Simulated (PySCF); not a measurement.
C2H8ClNSi, SMILES C[Si](C)(N)Cl.

The structure is a stationary point at B3LYP-D3(BJ)/def2-SVP. One conformer was computed; it need not be the lowest.

These are B3LYP-D3(BJ)/def2-SVP run with PySCF 2.14.0 values and carry that method's errors.

Frequencies are harmonic and unscaled.

| mode | ν (cm⁻¹) | IR (km/mol) | Raman (Å⁴/amu) | depolarisation | moving atoms (share of kinetic energy) |
|---|---|---|---|---|---|
| 1 | 147 | 0.0 | 0.0 | – | H 99 % |
| 2 | 159 | 0.4 | 0.0 | – | H 98 % |
| 3 | 170 | 6.1 | 2.3 | 0.75 | H 39 %, C 34 %, Cl 17 %, N 9 % |
| 4 | 173 | 3.5 | 2.3 | 0.73 | C 40 %, H 33 %, N 14 %, Cl 12 % |
| 5 | 233 | 5.3 | 1.4 | 0.66 | H 32 %, C 26 %, Si 21 %, N 11 %, Cl 11 % |
| 6 | 238 | 0.0 | 0.7 | 0.75 | H 52 %, C 20 %, Si 17 % |
| 7 | 254 | 8.2 | 3.4 | 0.67 | H 29 %, N 25 %, Cl 22 %, Si 13 %, C 12 % |
| 8 | 300 | 27.5 | 1.6 | 0.75 | H 66 %, N 20 %, C 8 % |
| 9 | 467 | 7.3 | 8.0 | 0.08 | Cl 32 %, H 28 %, Si 21 %, N 14 % |
| 10 | 493 | 249.7 | 1.2 | 0.10 | H 49 %, N 18 %, Si 13 %, Cl 12 % |
| 11 | 655 | 44.5 | 14.7 | 0.09 | C 51 %, H 22 %, Si 19 % |
| 12 | 696 | 0.1 | 1.6 | 0.75 | H 74 %, C 23 % |
| 13 | 723 | 14.7 | 2.6 | 0.75 | H 58 %, C 25 %, Si 14 % |
| 14 | 777 | 12.8 | 1.6 | 0.75 | H 65 %, C 24 %, Si 10 % |
| 15 | 795 | 3.5 | 3.4 | 0.67 | H 55 %, N 24 %, C 17 % |
| 16 | 847 | 123.9 | 1.4 | 0.23 | H 64 %, C 22 %, Si 13 % |
| 17 | 896 | 106.9 | 0.3 | 0.75 | H 61 %, Si 20 %, N 11 % |
| 18 | 908 | 154.1 | 1.5 | 0.43 | Si 40 %, H 28 %, N 23 %, C 9 % |
| 19 | 1275 | 40.1 | 0.3 | 0.75 | H 76 %, C 23 % |
| 20 | 1279 | 17.2 | 0.3 | 0.26 | H 78 %, C 21 % |
| 21 | 1427 | 0.3 | 15.2 | 0.75 | H 96 % |
| 22 | 1430 | 1.6 | 9.1 | 0.75 | H 96 % |
| 23 | 1434 | 3.8 | 20.7 | 0.75 | H 96 % |
| 24 | 1439 | 6.4 | 2.3 | 0.75 | H 96 % |
| 25 | 1552 | 48.0 | 6.7 | 0.65 | H 90 %, N 10 % |
| 26 | 3032 | 3.0 | 0.8 | 0.75 | H 97 % |
| 27 | 3034 | 1.5 | 259.4 | 0.00 | H 97 % |
| 28 | 3124 | 2.6 | 55.7 | 0.75 | H 91 %, C 9 % |
| 29 | 3124 | 7.9 | 113.8 | 0.75 | H 91 %, C 9 % |
| 30 | 3130 | 0.5 | 18.4 | 0.75 | H 91 %, C 9 % |
| 31 | 3132 | 9.1 | 133.5 | 0.75 | H 91 %, C 9 % |
| 32 | 3553 | 21.6 | 133.5 | 0.12 | H 96 % |
| 33 | 3641 | 20.7 | 84.1 | 0.75 | H 91 %, N 9 % |
